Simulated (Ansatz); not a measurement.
Ideal-gas functions of CH4ClOSV (`[CH3][V]([OH])(=[S])[Cl]`) at 400 K and 1 bar, from an Ansatz frequency run at PBE0-D4/def2-TZVP.

Molar mass 150.51 g/mol, point group C1 (symmetry number 1), electronic degeneracy 1, moments of inertia 193.13, 283.276, 324.131 u Å². Harmonic wavenumbers (cm⁻¹, unscaled): 145, 155, 175, 188, 198, 221, 402, 456, 552, 573, 608, 624, 696, 816, 1159, 1403, 1411, 3038, 3147, 3173, 3887.

Use S(trans) = R[1.5 ln M + 2.5 ln T − 1.1517]; rotational temperatures θ = 24.2544 K / I; S(rot) = R[ln(√π/σ · √(T³/θAθBθC)) + 1.5]; for each mode x = 1.438777 ν̃/T, S = R[x/(eˣ − 1) − ln(1 − e⁻ˣ)] and H = RT x/(eˣ − 1); 1 cm⁻¹ = 0.0119627 kJ/mol; R = 8.31446 J/(mol·K).

By hand: the entropy, in J/(mol·K).

Translation 177.5. Rotation: θ = 0.1256, 0.0856, 0.0748 K, giving 121.6. Vibration, mode by mode: 13.82, 13.28, 12.30, 11.72, 11.31, 10.44, 5.94, 5.07, 3.86, 3.63, 3.29, 3.14, 2.56, 1.82, 0.67, 0.33, 0.32, 0.00, 0.00, 0.00, 0.00, in all 103.5. Electronic 0.0. Sum 402.6 J/(mol·K).

By hand: H − E and G − E in kJ/mol, counted from the electronic energy.

Zero-point energy ½ × 23027 × 0.0119627 = 137.7; thermal vibration 22.6; translation, rotation and pV give 4 RT = 13.3. H − E = 173.6 kJ/mol, and G − E = 173.6 − 400 × 402.6/1000 = 12.6 kJ/mol.

Vibration gives 26 % of the entropy, 13.8 J/(mol·K) of it from the mode under 150 cm⁻¹: soft modes count most, and the harmonic formula is weakest for them. The sum counts one conformer and one mirror image; others add a mixing term.
